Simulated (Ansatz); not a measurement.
Species: CH2N, net charge 0, doublet state. SMILES: [CH][NH]
Geometry: optimised at B3LYP-D3(BJ)/def2-TZVP (Ansatz, a program for electronic structure).

Wanted: size of the dipole moment, in D. Conventions: open shells spin-unrestricted; no dispersion term unless named; LANL2DZ all-electron up to Ne; six Cartesian d functions in 6-31G* and its kin unless marked 5d; non-relativistic; no spin-orbit coupling; 6-311+G** with 5d. Ab initio and DFT rows: single points at B3LYP-D3(BJ) geometries (Ansatz).

```csv
level,program,size of the dipole moment (D)
B3LYP/STO-3G,Ansatz,0.62
B3LYP/3-21G,Ansatz,0.56
B3LYP/LANL2DZ,Ansatz,0.51
B3LYP/6-31G,Ansatz,0.66
B3LYP/6-31G*,Ansatz,0.56
B3LYP/6-31+G*,Ansatz,0.54
B3LYP/6-31G**,Ansatz,0.55
B3LYP/def2-SVP,Ansatz,0.46
B3LYP/cc-pVDZ,Ansatz,0.42
B3LYP/6-311+G**,Ansatz,0.50
```

No value to compare with is used here. The 10 habitual levels span 0.42 (B3LYP/cc-pVDZ) to 0.66 D (B3LYP/6-31G).

The sets are all those run for this method; left out are runs that failed, that the program found above a lower state of the same kind, or whose <S^2> lies over 0.5 above the pure value.
